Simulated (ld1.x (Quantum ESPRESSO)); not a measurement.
**indium, PAW: configuration errors across variants**

In (Z = 49), PAW, made with ld1.x (Quantum ESPRESSO) 7.5 (PBE, scalar-relativistic). Core [Kr], reference 4d10 5s2 5p0.75 (charge +0.25). Waves: 5s (bound): rcut 2.15, rcutus 2.60 bohr; 5s channel at 0.05 Ry: rcut 2.15, rcutus 2.60 bohr; 5p (bound): rcut 1.70, rcutus 2.15 bohr; 5p channel at 1.75 Ry: rcut 1.70, rcutus 2.15 bohr; 4d (bound): rcut 0.75, rcutus 1.00 bohr; 4d channel at -1.1 Ry: rcut 0.75, rcutus 1.00 bohr. Local part: all-electron potential smoothed inside 0.75 bohr (lloc = -2). Core correction: Bessel-smoothed model core, default radius (core density twice the valence density). Augmentation charge: PSQ, inside the norm-conserving radii.

All-electron excitation energies from the reference (eV): (1) 4d10 5s2 5p1 -0.796; (2) 4d10 5s2 5p0 4.567; (3) 4d10 5s1 5p0 23.802; (4) 4d10 5s0 5p0 52.122; (5) 4d10 5s2 5p1.3 -1.328; (6) 4d9 5s2 5p1 24.319; (7) 4d9 5s2 5p2 17.511.

The overlap operator is not positive definite (basis up to 400 Ry) in “base”, “waves 5s (bound): rcut 2.15, rcutus 2.36 bohr; 5s channel at 0.05 Ry: rcut 2.15, rcutus 2.36 bohr”, “waves 5s (bound): rcut 2.15, rcutus 2.90 bohr; 5s channel at 0.05 Ry: rcut 2.15, rcutus 2.90 bohr”, “waves 5s (bound): rcut 2.15, rcutus 3.06 bohr; 5s channel at 0.05 Ry: rcut 2.15, rcutus 3.06 bohr”, “waves 5s (bound): rcut 2.15, rcutus 3.50 bohr; 5s channel at 0.05 Ry: rcut 2.15, rcutus 3.50 bohr”, “waves 5s (bound): rcut 2.15, rcutus 3.82 bohr; 5s channel at 0.05 Ry: rcut 2.15, rcutus 3.82 bohr”. Such files are unfit for use, however small their errors in these radial tests.

1 further variants failed, have other tests or too few solved ones, and are left out.

A true bound ghost makes a file unfit for plane-wave use even where its test errors are small: the radial tests pick states by their node count and pass the ghost by.

Errors AE − PS in meV (a dash: test not solved or not reliable):

```tsv
change	(1)	(2)	(3)	(4)	(5)	(6)	(7)	bound ghosts
base	+0.2	-1.0	-7.3	-20	+0.3	-56	-58	p (s not tested, overlap not positive)
waves 5s (bound): rcut 2.15, rcutus 2.36 bohr; 5s channel at 0.05 Ry: rcut 2.15, rcutus 2.36 bohr	+0.2	-1.1	-6.8	-22	+0.1	-77	-76	p (s not tested, overlap not positive)
waves 5s (bound): rcut 2.15, rcutus 2.90 bohr; 5s channel at 0.05 Ry: rcut 2.15, rcutus 2.90 bohr	+0.1	-1.1	-6.8	-15	+0.2	-14	-20	p (s not tested, overlap not positive)
waves 5s (bound): rcut 2.15, rcutus 3.06 bohr; 5s channel at 0.05 Ry: rcut 2.15, rcutus 3.06 bohr	+0.2	-1.1	-6.1	-11	+0.3	+13	+4.7	p (s not tested, overlap not positive)
waves 5s (bound): rcut 2.15, rcutus 3.50 bohr; 5s channel at 0.05 Ry: rcut 2.15, rcutus 3.50 bohr	+0.3	-0.7	-3.6	+9.0	+0.3	+19	-4.6	p (s not tested, overlap not positive)
waves 5s (bound): rcut 2.15, rcutus 3.82 bohr; 5s channel at 0.05 Ry: rcut 2.15, rcutus 3.82 bohr	+0.3	-2.1	+4.1	+46	+0.3	+115	+94	p (s not tested, overlap not positive)
```

Give the same row for: waves 5s (bound): rcut 1.92, rcutus 2.04 bohr; 5s channel at 0.05 Ry: rcut 1.92, rcutus 2.04 bohr.

+0.1, -1.3, -6.3, -19, +0.1, -93, -89; bound ghosts: s, p.
